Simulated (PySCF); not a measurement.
**CdH₃⁻: from structure and modes to constants**

Computed with PBE0 in PySCF with Cd def2-TZVPD with ECP28, H def2-TZVPD; scalar-relativistic core potentials, no spin–orbit coupling; density-fitted integrals.

The singlet minimum has D3h symmetry. Masses (u): Cd 113.90336, H 1.00782.

```xyz
4
charge -1 multiplicity 1, angstrom
Cd    0.0000    0.0000    0.0000
H     1.7972    0.0000    0.0000
H    -0.8986    1.5564    0.0000
H    -0.8986   -1.5564    0.0000
```

Harmonic wavenumbers (cm⁻¹): 508.7 (e', ×2), 554.4 (a2'', ×1), 1398.9 (e', ×2), 1477.7 (a1', ×1).

Q: What is the harmonic zero-point energy?

A: Half the sum of all 6 wavenumbers, 5847/2 = 2924 cm⁻¹, which is 35.0 kJ/mol (1 cm⁻¹ = 0.0119627 kJ/mol).

Q: Give the standard entropy (298.15 K, 1 bar) by its translational, rotational, vibrational and spin parts, and Cp.

A: Sackur–Tetrode with M = 116.93 u gives 168.2; rotation with symmetry number 6 gives 56.3; vibration 7.8; spin R ln 1 = 0.0. The total is 232.3 J/(mol K), and Cp = 4 R + 16.3 = 49.5 J/(mol K).

Stability towards spin polarisation was not tested. Only a few start shapes were tried, so a lower isomer may exist. The lowest empty level of this anion is unbound, so it and the gap depend on the basis.
